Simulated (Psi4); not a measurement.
Psi4 input (wB97X-D/6-31G*):

```
memory 1500 MB

molecule {
0 1
O     1.51950000   -0.19014600    0.06236800
C     0.32979900   -0.04127000    0.01353700
C    -1.00244100   -0.54943700   -0.04873700
C    -0.83702700    0.77962300   -0.02676500
H    -1.73981000   -1.33933800   -0.08892500
H    -1.35817500    1.72701100   -0.03823300
symmetry c1
no_reorient
no_com
}

set {
  basis 6-31G*
  reference rks
  scf_type pk
  dft_radial_points 99
  dft_spherical_points 590
  e_convergence 1e-8
  d_convergence 1e-7
  maxiter 150
}

e = energy('wb97x-d')
print_out(f'\nFINAL {e:.10f} DIPOLE {variable("CURRENT DIPOLE")[0]:.6f} {variable("CURRENT DIPOLE")[1]:.6f} {variable("CURRENT DIPOLE")[2]:.6f}\n')
```

From the output:

```
      42A      1.533608    43A      1.569683    44A      1.754830
      45A      1.770753    46A      1.856392    47A      1.893201
      48A      2.038155    49A      2.056290    50A      2.255242
      51A      2.287776    52A      2.325148    53A      2.354726
      54A      2.432537    55A      2.606139    56A      2.850830
      57A      2.866320    58A      2.948370    59A      3.195153
      60A      3.197221    61A      4.110552    62A      4.341974
      63A      4.448904    64A      4.788287

    Final Occupation by Irrep:
              A
    DOCC [    14 ]
    NA   [    14 ]
    NB   [    14 ]

  @RKS Final Energy:  -190.57415050679643

   => Energetics <=

    Nuclear Repulsion Energy =             95.8529777195508359
    One-Electron Energy =                -447.4998660527551806
    Two-Electron Energy =                 178.7634175600138349
    DFT Exchange-Correlation Energy =     -17.6898894745030226
    Empirical Dispersion Energy =          -0.0007902591029078
    VV10 Nonlocal Energy =                  0.0000000000000000
    Total Energy =                       -190.5741505067964283

Computation Completed

Properties will be evaluated at   0.000000,   0.000000,   0.000000 [a0]

Properties computed using the SCF density matrix

 Multipole Moments:

 ------------------------------------------------------------------------------------
     Multipole            Electronic (a.u.)      Nuclear  (a.u.)        Total (a.u.)
 ------------------------------------------------------------------------------------

 L = 1.  Multiply by 2.5417464519 to convert [e a0] to [Debye]
 Dipole X            :         -1.6145064            0.0000019           -1.6145045
 Dipole Y            :          0.2020329            0.0000019            0.2020348
 Dipole Z            :         -0.0662598           -0.0000076           -0.0662674
 Magnitude           :                                                    1.6284453

 ------------------------------------------------------------------------------------

FINAL -190.5741505068 DIPOLE -1.614504 0.202035 -0.066267

*** Psi4 exiting successfully. Buy a developer a beer!
```

The geometry given is a B3LYP-D3(BJ)/def2-TZVP minimum.
